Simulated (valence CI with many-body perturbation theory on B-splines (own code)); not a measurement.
**E1 transitions of Se²¹⁺**

Calculated by relativistic CI+MBPT: three valence electrons over a frozen Dirac-Fock core [Ne], radial functions for each j: 11 s, 11 p, 10 d, 8 f, 5 g, 2 h, with the one-electron correlation potential Σ1 (screened to all orders), the two-electron term Σ2, the three-electron term Σ3, Breit, model QED; selected single and double excitations, second order for the rest, scaled by the run's own slope (own B-spline code, finite nucleus).

No measured spectrum was set against this ion. As an estimate, levels of excited configurations hold to 0.05 to 0.15 % of their energy, terms of the ground configuration to about 0.5 %.

Lines 201 to 250 of 575 in falling wavelength, among levels below 442.83 eV, chosen from the strongest by gf and those to the six lowest levels. Wavelengths and rates use the calculated energies, so an error of 500 cm⁻¹ moves a line at 168.8 Å by 0.084 % and its rate by three times that or more. Electric multipoles are in the length gauge, E1 and E2 with the static RPA response of the core. Weak lines are less certain than strong ones. Lines between different terms over intervals too small for the method are left out, as are lines whose strength nearly cancels. The highest levels of a list are the least certain.

Names give the largest LS component (configuration and term), which can be under half, so a name can repeat, a term be missing and a line seem to break the LS rules; names also repeat where a configuration has a term twice. Letters in brackets count levels of one name in rising energy.

```csv
λ vac (Å),Upper,Lower,A (s⁻¹),S (a.u.)
168.8,3s 3p2 2P_1/2,3s2 3p 2P°_1/2,5.38e+10,2.55e-01
168.5,3s 3p 3d 4P°_5/2,3s 3p2 2D_3/2,2.48e+08,3.52e-03
168.4,3d3 2F_5/2,3p 3d2 2F°_5/2 [d],6.07e+09,8.58e-02
168.1,3s 3d2 2D_3/2,3s 3p 3d 2F°_5/2 [c],1.77e+10,1.66e-01
168.0,3d3 2D_5/2 [a],3p 3d2 2D°_5/2 [a],3.70e+10,5.20e-01
168.0,3s 3p 3d 2D°_5/2,3s2 3d 2D_5/2,4.01e+10,5.63e-01
168.0,3d3 2F_7/2,3p 3d2 2G°_9/2 [c],1.08e+10,2.02e-01
167.8,3d3 4F_5/2,3p 3d2 2P°_3/2 [a],8.39e+09,1.17e-01
167.7,3p2 3d 2F_7/2 [b],3s 3p 3d 2F°_5/2 [b],5.49e+09,1.02e-01
167.5,3s 3p 3d 2P°_3/2 [c],3s2 3d 2D_5/2,2.69e+10,2.50e-01
167.4,3s 3d2 2G_7/2,3s 3p 3d 2F°_5/2 [c],5.97e+10,1.11e+00
167.2,3p 3d2 2G°_9/2 [a],3p2 3d 2G_9/2,3.10e+09,7.17e-02
167.1,3p2 3d 4D_7/2,3s 3p 3d 4F°_7/2,4.26e+09,7.86e-02
167.0,3s 3d2 2D_3/2,3s 3p 3d 2P°_1/2 [a],8.98e+09,8.26e-02
166.8,3s 3p 3d 2P°_3/2 [b],3s2 3d 2D_3/2,1.10e+10,1.00e-01
166.6,3s 3p 3d 4D°_3/2,3s 3p2 2D_3/2,3.41e+09,3.11e-02
166.5,3p 3d2 2F°_7/2 [a],3p2 3d 4P_5/2,1.71e+10,3.12e-01
166.5,3s 3p 3d 4D°_1/2,3s 3p2 2D_3/2,2.42e+07,1.10e-04
166.2,3s 3d2 2D_5/2,3s 3p 3d 2F°_7/2 [b],9.48e+09,1.29e-01
166.1,3d3 4F_3/2,3p 3d2 4D°_1/2 [c],1.80e+10,1.63e-01
166.1,3d3 2D_3/2 [a],3p 3d2 2D°_3/2 [c],1.90e+10,1.72e-01
165.7,3p 3d2 2F°_5/2 [d],3p2 3d 2D_3/2 [b],5.60e+10,7.55e-01
165.7,3s 3p2 2P_3/2,3s2 3p 2P°_3/2,6.07e+10,5.45e-01
165.6,3p2 3d 2F_7/2 [a],3p3 2D°_5/2,6.57e+09,1.18e-01
165.5,3d3 2G_7/2,3p 3d2 2F°_5/2 [c],2.06e+10,3.68e-01
165.2,3s 3d2 2G_9/2,3s 3p 3d 2F°_7/2 [b],6.50e+10,1.45e+00
165.1,3p 3d2 2P°_1/2 [a],3p2 3d 2S_1/2,2.37e+10,1.05e-01
165.0,3d3 2H_9/2,3p 3d2 2F°_7/2 [b],3.30e+09,7.31e-02
164.9,3p2 3d 2P_3/2 [b],3s 3p 3d 2D°_3/2,1.08e+10,9.58e-02
164.7,3s 3p 3d 2P°_3/2 [c],3s2 3d 2D_3/2,3.52e+10,3.11e-01
164.3,3s 3p 3d 4F°_5/2,3s 3p2 4P_5/2,1.08e+09,1.42e-02
164.2,3s 3p 3d 2P°_3/2 [a],3s 3p2 2P_3/2,1.20e+10,1.04e-01
164.1,3d3 4F_7/2,3p 3d2 4D°_5/2 [b],2.34e+10,4.09e-01
163.9,3p 3d2 2D°_3/2 [d],3s 3d2 2D_3/2,1.33e+10,1.16e-01
163.8,3d3 4P_3/2,3p 3d2 4S°_3/2,1.95e+10,1.69e-01
163.7,3p 3d2 2D°_5/2 [b],3s 3d2 2D_5/2,9.27e+09,1.20e-01
163.3,3p 3d2 4D°_7/2 [a],3p2 3d 2D_5/2 [a],6.92e+09,1.19e-01
163.1,3p 3d2 2F°_5/2 [b],3p2 3d 2G_7/2,5.34e+09,6.86e-02
163.1,3d3 4F_5/2,3p 3d2 4D°_3/2,1.83e+10,2.35e-01
163.0,3p2 3d 2P_3/2 [a],3p3 2D°_5/2,1.75e+10,1.49e-01
162.9,3d3 2D_5/2 [a],3p 3d2 2D°_3/2 [c],1.35e+10,1.73e-01
162.6,3p2 3d 2D_5/2 [a],3p3 2P°_3/2,1.36e+10,1.73e-01
162.6,3s 3d2 2F_5/2,3s 3p 3d 2P°_3/2 [c],2.05e+10,2.61e-01
162.4,3d3 2D_5/2 [b],3p 3d2 2D°_5/2 [b],1.95e+10,2.47e-01
162.3,3p3 4S°_3/2,3s 3p2 4P_1/2,1.03e+10,8.68e-02
162.2,3d3 4F_9/2,3p 3d2 4D°_7/2 [b],4.32e+10,9.10e-01
162.2,3d3 2D_5/2 [b],3p 3d2 2D°_3/2 [d],5.88e+09,7.42e-02
162.1,3s 3d2 2F_5/2,3s 3p 3d 2D°_5/2,1.23e+10,1.55e-01
161.7,3d3 2D_3/2 [b],3p 3d2 2D°_3/2 [d],8.93e+09,7.45e-02
161.7,3d3 4P_5/2,3p 3d2 4S°_3/2,3.48e+10,4.36e-01
```
